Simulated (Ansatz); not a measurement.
CH8BFSi2 can be A, `F[SiH2]BC[SiH3]`, or B, `B[Si](C)(F)[SiH3]`.

Isolated molecules relaxed with PBE0-D4/def2-TZVP in Ansatz; ΔE leaves out vibrations. CCSD(T)/CBS is the MP2 limit (def2-TZVPP, def2-QZVPP) plus CCSD(T) − MP2 in def2-TZVPP, frozen cores. Functionals use def2-TZVPP. B3LYP here is the variant with VWN-RPA as its local correlation; programs differ in this. One conformer a species, not always the lowest.

Q: Which isomer does CCSD(T)/CBS put lower? Give the gap. (Estimate.)

A: Computed: A, by 5.0 kcal/mol.

Q: Give E(B) − E(A) in kcal/mol with HF/def2-TZVPP, PBE-D4, B3LYP-D4, MP2/def2-TZVPP, CCSD(T)/def2-TZVPP, r2SCAN-D4, CCSD/def2-TZVPP. (Estimate.)

A: Computed: HF/def2-TZVPP 5.4, PBE-D4 2.6, B3LYP-D4 4.1, MP2/def2-TZVPP 6.8, CCSD(T)/def2-TZVPP 5.1, r2SCAN-D4 3.7, CCSD/def2-TZVPP 5.1. None reverses the order clearly.

Largest T1 diagnostic: 0.013.

From PBE to PBE0 (25 % exact exchange), in def2-TZVPP and without D4, E(B) − E(A) moves by +0.7 kcal/mol.
